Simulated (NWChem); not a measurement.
System: SnNH₃Cl₂; SMILES [NH2][SnH]([Cl])[Cl]

NWChem input:

```
start job
memory heap 200 mb stack 900 mb global 1100 mb
geometry units angstroms noautoz
  Sn     0.330540    -0.381382     0.022716
  N      2.088490     0.617125     0.037150
  Cl    -1.033636     0.734627     1.568204
  Cl    -0.670029    -0.218553    -2.100420
  H      0.422080    -2.027697     0.435237
  H      2.465727     0.748536    -0.901084
  H      1.971396     1.540732     0.453947
end
basis spherical
  * library def2-svp
end
ecp
  Sn library def2-ecp
end
dft
  xc mn15
  grid xcoarse
  iterations 150
  mulliken
end
task dft gradient
```

Excerpt of the output:

```
             Northwest Computational Chemistry Package (NWChem) 7.3.0
             --------------------------------------------------------

 C1  symmetry detected

                             Geometry "geometry" -> ""
                             -------------------------

 Output coordinates in angstroms (scale by  1.889725989 to convert to a.u.)

  No.       Tag          Charge          X              Y              Z
 ---- ---------------- ---------- -------------- -------------- --------------
    1 Sn                  50.0000     0.29133842    -0.00019108    -0.30676404
    2 N                    7.0000     1.94942094    -0.13846941     0.84182389
    3 Cl                  17.0000    -1.00518838    -1.87477818     0.24089174
    4 Cl                  17.0000    -0.92375259     1.93211358     0.26342070
    5 H                    1.0000     0.56476626     0.02730013    -1.98407966
    6 H                    1.0000     2.21967464     0.76067935     1.23976117
    7 H                    1.0000     1.79468840    -0.78384157     1.61644202

 Effective nuclear repulsion energy (a.u.)     610.6806567708

                                 NWChem DFT Module
                                 -----------------

 Summary of "ao basis" -> "ao basis" (spherical)
 ------------------------------------------------------------------------------
       Tag                 Description            Shells   Functions and Types
 ---------------- ------------------------------  ------  ---------------------
 Sn                         def2-svp                10       26   4s4p2d
 N                          def2-svp                 6       14   3s2p1d
 Cl                         def2-svp                 8       18   4s3p1d
 H                          def2-svp                 3        5   2s1p

            General Information
            -------------------
          SCF calculation type: DFT
          Wavefunction type:  closed shell.
          No. of atoms     :     7
          No. of electrons :    66
           Alpha electrons :    33
            Beta electrons :    33
          Charge           :     0
          Spin multiplicity:     1
          Use of symmetry is: off; symmetry adaption is: off
          Maximum number of iterations: 150
          AO basis - number of functions:    91
                     number of shells:    41
          Convergence on energy requested:  1.00D-06
          Convergence on density requested:  1.00D-05
          Convergence on gradient requested:  5.00D-04

              XC Information
              --------------
                         MN15 Method XC Functional
                     Hartree-Fock (Exact) Exchange  0.440
                          MN15 Exchange Functional  1.000
                        MN15 Correlation Potential  1.000

             Grid Information
             ----------------
          Grid used for XC integration:  xcoarse
          Radial quadrature: Mura-Knowles
          Angular quadrature: Lebedev.
          Tag              B.-S. Rad. Rad. Pts. Rad. Cut. Ang. Pts.
          ---              ---------- --------- --------- ---------
          Sn                  1.45       84           8.0       194
          N                   0.65       21           8.0       194
          Cl                  1.00       42          10.0       194
          H                   0.35       21          10.0       194
          Grid pruning is: on
          Number of quadrature shells:   252
          Spatial weights used:  Erf1

      Superposition of Atomic Density Guess
      -------------------------------------

 Sum of atomic energies:       -1223.48480002

      Non-variational initial energy
      ------------------------------

 Total energy =   -1188.471696
 1-e energy   =   -2368.714903
 2-e energy   =     855.605498
 HOMO         =      -0.356036
 LUMO         =      -0.013071

     ---------------------------------------------
      Total Density - Mulliken Population Analysis
     ---------------------------------------------

    Atom       Charge   Shell Charges
 -----------   ------   -------------------------------------------------------
    1 Sn  22    20.52   1.60  0.42  0.86  0.21  3.26  2.73  0.86  0.41  9.76  0.40
    2 N    7     7.85   1.99  1.05  0.50  2.52  1.78  0.01
    3 Cl  17    17.52   2.00  1.99  1.23  0.73  5.94  2.17  3.45  0.01
    4 Cl  17    17.53   2.00  1.99  1.23  0.73  5.94  2.17  3.45  0.01
    5 H    1     1.06   0.62  0.43  0.01
    6 H    1     0.76   0.59  0.12  0.04
    7 H    1     0.77   0.60  0.12  0.04

   convergence    iter        energy       DeltaE   RMS-Dens  Diis-err
 ---------------- ----- ----------------- --------- --------- ---------
 d= 0,ls=0.0,diis     1  -1190.1030489163 -1.51D+03  1.49D-02  1.10D+00
 d= 0,ls=0.0,diis     2  -1190.1339058660 -3.09D-02  8.08D-03  4.79D-01
 d= 0,ls=0.0,diis     3  -1190.1830938818 -4.92D-02  2.50D-03  1.32D-01
 d= 0,ls=0.0,diis     4  -1190.1972858728 -1.42D-02  7.53D-04  4.93D-03
 d= 0,ls=0.0,diis     5  -1190.1978998065 -6.14D-04  1.79D-04  4.51D-04
  Resetting Diis
 d= 0,ls=0.0,diis     6  -1190.1979535531 -5.37D-05  3.45D-05  5.41D-06
 d= 0,ls=0.0,diis     7  -1190.1979545117 -9.59D-07  1.03D-05  3.27D-07
 d= 0,ls=0.0,diis     8  -1190.1979545746 -6.29D-08  4.12D-06  1.37D-07

         Total DFT energy =    -1190.197954574629
      One electron energy =    -2370.467428525214
           Coulomb energy =      937.451504792461
    Exchange-Corr. energy =      -81.819740150492
 Nuclear repulsion energy =      324.637709308616

 Numeric. integr. density =       65.998509466779

                       DFT Final Molecular Orbital Analysis
                       ------------------------------------

 Vector   31  Occ=2.000000D+00  E=-3.519254D-01
              MO Center= -7.5D-01, -3.9D-01,  8.1D-02, r^2= 4.8D+00
   Bfn.  Coefficient  Atom+Function         Bfn.  Coefficient  Atom+Function
  ----- ------------  ---------------      ----- ------------  ---------------
    53      0.308359  3 Cl pz                70      0.267400  4 Cl py
    52      0.264246  3 Cl py                50      0.244629  3 Cl pz
    51     -0.244147  3 Cl px                49      0.208609  3 Cl py
    71      0.207679  4 Cl pz                67      0.205347  4 Cl py
    48     -0.188420  3 Cl px                68      0.165358  4 Cl pz

 Vector   32  Occ=2.000000D+00  E=-3.508199D-01
              MO Center= -7.3D-01,  8.6D-01,  7.1D-02, r^2= 4.3D+00
   Bfn.  Coefficient  Atom+Function         Bfn.  Coefficient  Atom+Function
  ----- ------------  ---------------      ----- ------------  ---------------
    71      0.394552  4 Cl pz                68      0.311001  4 Cl pz
    70     -0.240007  4 Cl py                69     -0.234739  4 Cl px
    52     -0.226733  3 Cl py                67     -0.188816  4 Cl py
    66     -0.180707  4 Cl px                65      0.177446  4 Cl pz
    49     -0.172971  3 Cl py                53      0.166564  3 Cl pz

 Vector   33  Occ=2.000000D+00  E=-3.214244D-01
              MO Center=  1.5D+00,  1.1D-02,  6.7D-01, r^2= 3.1D+00
   Bfn.  Coefficient  Atom+Function         Bfn.  Coefficient  Atom+Function
  ----- ------------  ---------------      ----- ------------  ---------------
    30      0.439468  2 N  px                33     -0.350446  2 N  px
    32     -0.214995  2 N  pz                69     -0.202767  4 Cl px
    35      0.176220  2 N  pz                31     -0.172073  2 N  py
    66     -0.154659  4 Cl px                34      0.140256  2 N  py
    28     -0.123605  2 N  s                 29     -0.123861  2 N  s

 Vector   34  Occ=0.000000D+00  E=-3.367744D-02
              MO Center= -5.4D-03,  2.9D-02, -2.2D-01, r^2= 4.3D+00
   Bfn.  Coefficient  Atom+Function         Bfn.  Coefficient  Atom+Function
  ----- ------------  ---------------      ----- ------------  ---------------
     3      0.861020  1 Sn s                  4      0.578180  1 Sn s
    78     -0.480814  5 H  s                 70      0.351245  4 Cl py
    52     -0.340825  3 Cl py                 2     -0.299168  1 Sn s
    29     -0.285141  2 N  s                 77     -0.242344  5 H  s
     1     -0.237485  1 Sn s                 33      0.227487  2 N  px

 Vector   35  Occ=0.000000D+00  E= 1.448919D-02
              MO Center=  4.5D-01,  2.0D-01, -4.3D-01, r^2= 4.3D+00
   Bfn.  Coefficient  Atom+Function         Bfn.  Coefficient  Atom+Function
  ----- ------------  ---------------      ----- ------------  ---------------
    15      0.819506  1 Sn py                12      0.487571  1 Sn py
    44      0.377944  3 Cl s                 14      0.314557  1 Sn px
    69     -0.279035  4 Cl px                62     -0.273983  4 Cl s
    88      0.226238  7 H  s                 52      0.220159  3 Cl py
    51      0.218861  3 Cl px                29     -0.207694  2 N  s

 Vector   36  Occ=0.000000D+00  E= 3.429878D-02
              MO Center=  6.2D-01, -1.9D-01, -2.9D-01, r^2= 4.8D+00
   Bfn.  Coefficient  Atom+Function         Bfn.  Coefficient  Atom+Function
  ----- ------------  ---------------      ----- ------------  ---------------
    14      0.758324  1 Sn px                29     -0.756584  2 N  s
    11      0.397374  1 Sn px                15     -0.348506  1 Sn py
     4      0.312600  1 Sn s                 83      0.267180  6 H  s
    62      0.247605  4 Cl s                 70     -0.211130  4 Cl py
    28     -0.201354  2 N  s                 12     -0.198801  1 Sn py

     ---------------------------------------------
      Total Density - Mulliken Population Analysis
     ---------------------------------------------

    Atom       Charge   Shell Charges
 -----------   ------   -------------------------------------------------------
    1 Sn  22    21.30   1.59  0.41  1.08  0.11  3.25  2.72  1.36  0.47  9.69  0.60
    2 N    7     7.38   1.98  0.98  0.49  2.42  1.50  0.01
    3 Cl  17    17.27   2.00  1.97  1.23  0.75  5.93  2.22  3.16  0.01
    4 Cl  17    17.27   2.00  1.97  1.23  0.75  5.93  2.22  3.17  0.01
    5 H    1     1.05   0.69  0.35  0.01
    6 H    1     0.86   0.70  0.11  0.04
    7 H    1     0.86   0.70  0.11  0.04

     -------------------------------------------
      Total Density - Lowdin Population Analysis
     -------------------------------------------

    Atom       Charge   Shell Charges
 -----------   ------   -------------------------------------------------------
    1 Sn  22    21.61   1.17  0.76  0.74  0.40  3.02  2.81  1.33  0.82  9.45  1.11
    2 N    7     7.26   1.97  0.73  0.48  2.22  1.84  0.03
    3 Cl  17    17.10   2.00  1.95  1.04  0.83  5.83  2.31  3.13  0.01
    4 Cl  17    17.11   2.00  1.95  1.04  0.83  5.83  2.31  3.14  0.01
    5 H    1     1.07   0.60  0.44  0.03
    6 H    1     0.93   0.59  0.21  0.12
    7 H    1     0.93   0.59  0.21  0.12

     Multipole analysis of the density
     ---------------------------------

     L   x y z        total         alpha         beta         nuclear
     -   - - -        -----         -----         ----         -------
     0   0 0 0     -0.000000    -33.000000    -33.000000     66.000000

     1   1 0 0      0.807278      8.111336      8.111336    -15.415394
     1   0 1 0      0.124559      0.057225      0.057225      0.010110
     1   0 0 1     -0.003817     -8.117708     -8.117708     16.231600

     2   2 0 0    -43.794697   -144.418990   -144.418990    245.043282
     2   1 1 0      1.298181      0.467980      0.467980      0.362220
     2   1 0 1      1.912448     -9.400791     -9.400791     20.714031
     2   0 2 0    -44.983280   -244.864595   -244.864595    444.745910
     2   0 1 1     -0.165466      0.306577      0.306577     -0.778619
     2   0 0 2    -38.961050    -50.340871    -50.340871     61.720693

            General Information
            -------------------
          SCF calculation type: DFT
          Wavefunction type:  closed shell.
          No. of atoms     :     7
          No. of electrons :    66
           Alpha electrons :    33
            Beta electrons :    33
          Charge           :     0
          Spin multiplicity:     1
          Use of symmetry is: off; symmetry adaption is: off
          Maximum number of iterations: 150
          AO basis - number of functions:    91
                     number of shells:    41
          Convergence on energy requested:  1.00D-06
          Convergence on density requested:  1.00D-05
          Convergence on gradient requested:  5.00D-04

              XC Information
              --------------
                         MN15 Method XC Functional
                     Hartree-Fock (Exact) Exchange  0.440
                          MN15 Exchange Functional  1.000
                        MN15 Correlation Potential  1.000

             Grid Information
             ----------------
          Grid used for XC integration:  xcoarse
          Radial quadrature: Mura-Knowles
          Angular quadrature: Lebedev.
          Tag              B.-S. Rad. Rad. Pts. Rad. Cut. Ang. Pts.
          ---              ---------- --------- --------- ---------
          Sn                  1.45       84           8.0       194
          N                   0.65       21           8.0       194
          Cl                  1.00       42          10.0       194
          H                   0.35       21          10.0       194
          Grid pruning is: on
          Number of quadrature shells:   252
          Spatial weights used:  Erf1

          Convergence Information
          -----------------------
          Convergence aids based upon iterative change in
          total energy or number of iterations.
          Levelshifting, if invoked, occurs when the
          HOMO/LUMO gap drops below (HL_TOL):  1.00D-02
          DIIS, if invoked, will attempt to extrapolate
          using up to (NFOCK): 10 stored Fock matrices.

                    Damping( 0%)  Levelshifting(0.5)       DIIS
                  --------------- ------------------- ---------------
          dE  on:    start            ASAP                start
          dE off:    2 iters        150 iters           150 iters

                            NWChem DFT Gradient Module
                            --------------------------

  charge          =   0.00
  wavefunction    = closed shell

                         DFT ENERGY GRADIENTS

    atom               coordinates                        gradient
                 x          y          z           x          y          z
   1 Sn      0.550550  -0.000361  -0.579700   -0.000368  -0.000044   0.011509
   2 N       3.683871  -0.261669   1.590816    0.003090  -0.000724   0.000724
   3 Cl     -1.899531  -3.542817   0.455219   -0.002193  -0.003213   0.000433
   4 Cl     -1.745639   3.651165   0.497793   -0.001971   0.003359   0.000589
   5 H       1.067253   0.051590  -3.749367    0.002269   0.000200  -0.013080
   6 H       4.194577   1.437476   2.342809   -0.000704  -0.000644   0.000093
   7 H       3.391469  -1.481246   3.054632   -0.000124   0.001066  -0.000267
```

Level: MN15/def2-SVP with def2 effective core potentials on Sn. All runs use the structure optimised with PBE0/def2-SVP. def2 effective core potentials on Sn; no spin-orbit coupling.
